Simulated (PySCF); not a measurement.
CSi2, SMILES C(=[Si])=[Si] (connectivity only; charge and spin as stated), neutral, multiplicity 1. Heavy atoms are numbered as in [Si:1]=[C:2]=[Si:3].

The structure is a stationary point at r2SCAN-D4/def2-TZVP. A frequency run showed that this geometry is not a minimum.

Computed with PBE0/pcSseg-2 (PySCF).

GIAO shieldings, no solvent; atoms alike by connectivity are averaged. δ = σ(ref) − σ: ²⁹Si against TMS (σ = 341.9 ppm); ¹³C against TMS (σ = 186.1 ppm), references at their B3LYP-D3(BJ)/def2-TZVP geometries, non-relativistic.

| nucleus | atoms | count | δ (ppm) |
|---|---|---|---|
| ²⁹Si | Si1 | 2 | 148.6 |
| ¹³C | C2 | 1 | 252.3 |
